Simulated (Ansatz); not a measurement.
Calculated with Ansatz (gas phase, PBE0-D4/def2-TZVP geometries, no zero-point term in ΔE). CCSD(T)/CBS is the MP2 limit (def2-TZVPP, def2-QZVPP) plus CCSD(T) − MP2 in def2-TZVPP, frozen cores. Functionals use def2-TZVPP. For Se outer-core shells are correlated without core-valence functions, which leaves a few kJ/mol of doubt a bond. Scalar relativity is left out up to krypton. Each species was taken in one conformer, which may not be the lowest.

`C[SiH]1SB1N` + `ClB(Cl)[SeH]` → `C[Se]B(Cl)Cl` + `NB1[SiH2]S1`  (substitution at a C–Si bond)

```tsv
level	ΔE (kJ/mol)
ωB97M-V	43.5
B2PLYP	40.3
PBE	40.8
r2SCAN	43.0
PBE0	42.9
BHLYP	42.7
MP2/def2-TZVPP	38.8
SCS-MP2/def2-TZVPP	37.3
```

Q: What does CCSD(T)/CBS give? (An estimate is asked.)

A: Computed: +40.3 kJ/mol. The listed levels differ from it by 3.2, 0.0, 0.5, 2.7, 2.6, 2.4, -1.5, -3.0 kJ/mol.

Q: What do rigid-rotor, harmonic-oscillator terms from PBE0-D4/def2-TZVP frequencies (298.15 K, 1 bar) make of the CCSD(T)/CBS value? (Best estimate.)

A: The calculation gave: ΔZPE = +1.9 kJ/mol, ΔH = +42.2 kJ/mol, ΔS = -1 J/(mol·K), ΔG = +42.4 kJ/mol.

Largest T1 diagnostic among the species: 0.014.

From BLYP to BHLYP (50 % exact exchange), in def2-TZVPP and without D4, ΔE moves by +3.6 kJ/mol. In def2-TZVPP, CCSD(T) changes the Hartree–Fock value by −3.2 kJ/mol (the triples alone add −1.3 kJ/mol) and MP2 by −3.4 kJ/mol.
